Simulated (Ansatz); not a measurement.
Relaxation of Cl$_{2}$H$_{6}$OW (10 atoms, charge 0, multiplicity 1), to a largest force component of 0.03 eV/Å in at most 50 steps.

Level of theory: RKS PBE0/def2-SVP in Ansatz 0.2.0.

```xyz
10
Properties=species:S:1:pos:R:3:forces:R:3
W -0.434 0.231 -0.305 -0.27 0.86 0.67
O -0.736 0.131 2.802 -0.27 0.83 -0.46
H -1.575 -0.318 2.974 0.07 0.02 -0.02
H 0.927 0.049 -1.246 -0.03 0.00 0.00
H 1.004 0.701 0.382 0.01 0.02 0.00
Cl -1.762 -1.588 0.031 -0.01 -0.03 -0.04
H 0.697 -0.883 0.159 0.03 -0.02 0.03
H -0.598 0.510 -1.958 -0.01 -0.07 0.03
Cl -1.030 2.365 0.516 0.24 -0.77 -0.30
H -0.988 1.081 2.746 0.24 -0.84 0.10
```

Problem. Where does it end, and by what steps?

Solution. The run converged. After 10 steps the energy has fallen by 0.402 eV; O2 moved furthest, 0.50 Å. Joined: W1–O2 (3.12 → 2.37 Å).

| step | energy less start (eV) | largest force component (eV/Å) | accepted |
| --- | --- | --- | --- |
| 0 | 0.0000 | 0.857 | yes |
| 1 | -0.1024 | 1.220 | yes |
| 2 | -0.2225 | 1.408 | yes |
| 3 | -0.3292 | 1.295 | yes |
| 4 | -0.3551 | 0.548 | yes |
| 5 | -0.3918 | 0.269 | yes |
| 6 | -0.3866 | 0.649 | no |
| 7 | -0.3977 | 0.083 | yes |
| 8 | -0.3983 | 0.134 | yes |
| 9 | -0.4010 | 0.035 | yes |
| 10 | -0.4018 | 0.017 | yes |

```xyz
10
Properties=species:S:1:pos:R:3
W -0.445 0.267 -0.037
O -0.803 0.190 2.307
H -1.436 -0.479 2.601
H 0.753 0.084 -1.178
H 1.077 0.727 0.451
Cl -1.721 -1.656 0.156
H 0.725 -0.853 0.340
H -0.796 0.458 -1.680
Cl -0.791 2.508 0.435
H -1.058 1.033 2.707
```

Time of the run: 49 s on 2 threads of Arm Neoverse V1, on a shared host, peak memory 0.27 GiB.
